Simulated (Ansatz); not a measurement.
F3Se (SMILES F[Se](F)F), doublet, geometry from GFN2-xTB (the spin is typed, not shown lowest), atoms displaced at random by about 0.03 Å a coordinate; R2SCAN/STO-3G, gradient (Ansatz, a first-principles code).

Ansatz was given this input:
Ansatz 0.2 input:
```yaml
crystal:
  periodic: [false, false, false]
  atoms:
    - {symbol: Se, position_ang: [-0.27515765, 0.21062466, 0.09654945]}
    - {symbol: F, position_ang: [-0.98378623, -1.52957270, 0.11925341]}
    - {symbol: F, position_ang: [0.76808438, 1.51402588, -0.68319720]}
    - {symbol: F, position_ang: [1.20655546, -0.70123495, 0.20131934]}
basis:
  gaussian:
    orbitals: STO-3G
hamiltonian:
  xc: r2scan
magnetization: {spin_polarized: true, initial_magnetization: 1}
output: {forces: true}
```

What the program printed (banner, timings and long lists left out):

```
Functional definition: r2SCAN
398 factors; integrals over basis functions are off by at most 1.8e-5 eV
mean field evaluation 1: about -72649.8764 eV, gradient 1.4e1 eV
mean field evaluation 2: about -72633.9583 eV, gradient 5.1e1 eV
mean field evaluation 4: about -72650.8615 eV, gradient 1.2e1 eV
mean field evaluation 8: about -72651.9581 eV, gradient 1.1e-1 eV
mean field evaluation 16: about -72651.9582 eV, gradient 2.5e-5 eV
mean field -72651.95821589 eV, -2669.9102191681 hartree, gradient 2.5e-5 eV, S^2 0.755595; 0 other end points of the search recorded, 0 dependent functions left out
the calculation of the forces begins
reference -72651.95821797 eV, -2669.9102192445 hartree; 31, 30 occupied and 2, 3 virtual orbitals, 398 factors
Total energy: -72651.95821797 eV, -2669.9102192445 hartree
Atom 0 at    -0.275158     0.210625     0.096549 Å, force    -3.333830     1.229142     0.394767 eV/Å
Atom 1 at    -0.983786    -1.529573     0.119253 Å, force    -0.103474    -0.527288     0.025068 eV/Å
Atom 2 at     0.768084     1.514026    -0.683197 Å, force     0.935801     0.490188    -0.387445 eV/Å
Atom 3 at     1.206555    -0.701235     0.201319 Å, force     2.501503    -1.192043    -0.032391 eV/Å
Dipole moment:    -0.028908     0.053304     0.022478 e Å
```
